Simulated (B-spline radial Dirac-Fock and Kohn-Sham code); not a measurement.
**Sm²⁰⁺: scattering cross sections and density moments**

System: samarium as Sm²⁰⁺, [Kr] 4d6.

The run's input, task.json:

```json
{"items": [{
  "Z": 62,
  "q": 20,
  "cfg": [[1, 0, 2], [2, 0, 2], [2, 1, 6], [3, 0, 2], [3, 1, 6], [3, 2, 10], [4, 0, 2], [4, 1, 6], [4, 2, 6]],
  "A": 152,
  "rrms": 5.0819,
  "do": ["scatter"],
  "s": [0.0, 0.05, 0.1, 0.15, 0.2, 0.25, 0.3, 0.35, 0.4, 0.45, 0.5, 0.6, 0.7, 0.8, 0.9, 1.0, 1.1, 1.2, 1.4, 1.6, 1.8, 2.0, 2.5, 3.0, 3.5, 4.0, 5.0, 6.0],
  "pz": [0, 0.1, 0.2, 0.3, 0.4, 0.5, 0.6, 0.8, 1.0, 1.2, 1.4, 1.6, 1.8, 2.0, 2.5, 3.0, 4.0, 5.0, 7.0, 10.0, 15.0, 20.0, 30.0, 40.0, 60.0, 100.0],
  "hv_scatter": [1000, 2000, 8047.8, 10000, 17479.3, 30000, 50000, 1000000]
}]}
```

Launch: `python xray_run.py task.json out`

The computed values come from a B-spline atomic structure program: relativistic Hartree-Fock (Dirac-Fock) wave functions, averaged over the configuration.

| Item | Value |
| --- | --- |
| Sum of ⟨r⟩ | 13.14 bohr |
| Sum of ⟨r²⟩ | 6.585 bohr² |
| Sum of ⟨1/r⟩ | 392.42 per bohr |
| Langevin diamagnetic susceptibility | -5.22 × 10⁻⁶ cm³/mol |
| Lamb shielding (α²/3)Σ⟨1/r⟩ | 6966 ppm |

Coherent scattering is the Thomson cross section weighted by f₀², without anomalous dispersion; incoherent scattering is Klein-Nishina weighted by S. The Lamb formula is the non-relativistic shielding expression. Electron correlation is left out. A dash stands where the photon energy is too low for the impulse approximation behind that column.

| hν (keV) | coherent (b) | incoherent (b) | incoherent per electron (b) |
| --- | --- | --- | --- |
| 1 | 1165 | – | – |
| 2 | 1139 | – | – |
| 8.0478 | 792.7 | 3.867 | 0.0921 |
| 10 | 679.7 | 5.100 | 0.121 |
| 17.4793 | 403.3 | 8.980 | 0.214 |
| 30 | 210.2 | 12.79 | 0.305 |
| 50 | 99.22 | 15.60 | 0.372 |
| 1000 | 0.4311 | 8.783 | 0.209 |

Incoherent scattering overtakes coherent scattering between 50 and 1000 keV.
